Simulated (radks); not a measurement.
Question: Dy II, configuration [Xe] 4f10 6f1 (not the ground configuration). Method: scalar-relativistic Kohn-Sham, PBE, spin-polarised, spherical densities, finite nucleus; open shells are filled with parallel spins first (spin-orbit coupling, left out, can overturn this in heavy ions); Fermi nuclear charge, rms radius 5.2218 fm; computed with a radial shooting solver on a logarithmic mesh with Libxc functionals. Some entries of the table are withheld. Estimate them.

orbital  occ.  eigenvalue (hartree)  <r^2> (bohr^2)  <1/r> (bohr^-1)
1s up       1             -1972.045       0.0006095            74.55
1s down     1             -1972.045       0.0006095            74.55
2s up       1             -328.7507        0.009521            17.33
2s down     1             -328.7495        0.009521            17.33
2p up       3             -291.7735        0.007707            16.09
2p down     3             -291.7727        0.007707            16.09
3s up       1             -73.52345         0.06288            6.374
3s down     1             -73.46635         0.06282            6.378
3p up       3             -62.16847         0.06316            5.975
3p down     3             -62.11156         0.06309            5.978
3d up       5             -47.55408         0.05287            5.667
3d down     5             -47.51064         0.05278            5.670
4s up       1             -14.93054          0.3171            2.688
4s down     1             -14.80366          0.3171            2.687
4p up       3             -11.19228          0.3589            2.465
4p down     3             -11.06676          0.3591            2.464
4d up       5              -6.09971          0.4316            2.173
4d down     5              -5.97577          0.4327            2.171
5s up       1              -2.25651           1.888            1.023
5s down     1              -2.19297           1.924            1.011
5p up       3              -1.38077           2.650           0.8538
5p down     3              -1.33461           2.718           0.8411
4f up       7              -0.58592          0.9832              (1)
4f down     3              -0.47819           1.101              (2)
6f up       1              -0.06886             (3)          0.09032

Answer: 
(1) 4f up <1/r> (bohr^-1): 1.571
(2) 4f down <1/r> (bohr^-1): 1.536
(3) 6f up <r^2> (bohr^2): 241.6
